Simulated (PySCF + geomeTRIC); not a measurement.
Species: CH₂B₂O, SMILES `OB1B=C1` (H–O–B–C torsion 0°) (charge 0, multiplicity 1).

### Question
Give a relaxed geometry from r2SCAN-D4/def2-TZVP (PySCF + geomeTRIC).

### Answer
This is not unique; one that fits is the end point of this relaxation, one of several conformers (outside a Z-matrix the atoms follow the SMILES, hydrogens last).
Bonded distances (Å): O1–B2 1.331, O1–H5 0.964, B2–B3 1.534, B2–C4 1.632, B3–C4 1.364, C4–H6 1.079. Bond angles (°): B2–O1–H5 117.0, O1–B2–B3 169.3, O1–B2–C4 139.8, B3–B2–C4 50.9, B2–B3–C4 68.2, B2–C4–B3 60.8, B2–C4–H6 128.8, B3–C4–H6 170.4.
